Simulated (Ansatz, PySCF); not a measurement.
Pair of molecules: HF (SMILES F) (first 2 atoms) with HCl (SMILES Cl); geometry from B3LYP-D3(BJ)/def2-TZVP, rigid monomers moved along the line of their centres of mass till H2···Cl3 is 3.20 Å.
(charge 0, multiplicity 1):
```xyz
4

F     -0.0125    -0.0839    -0.1391
H      0.1544     0.1338     0.7509
Cl    -0.0417     0.6386     3.9096
H     -1.2564     0.2212     3.8908
```

Monomers are frozen at their geometry in the pair; levels with a basis set take the counterpoise correction.

Cores are frozen in the correlated methods. CBS(a, b) extrapolates the correlation energy as X⁻³ and adds the Hartree–Fock energy of set b.

Programs: Ansatz (a first-principles code) with Gaussian orbitals; PySCF for the dispersion terms. Each number belongs to the level named beside it.

**Question.** What is the computed interaction energy (B3LYP-D3(BJ)/def2-TZVPPD)?

**Answer.** -1.5 kcal/mol
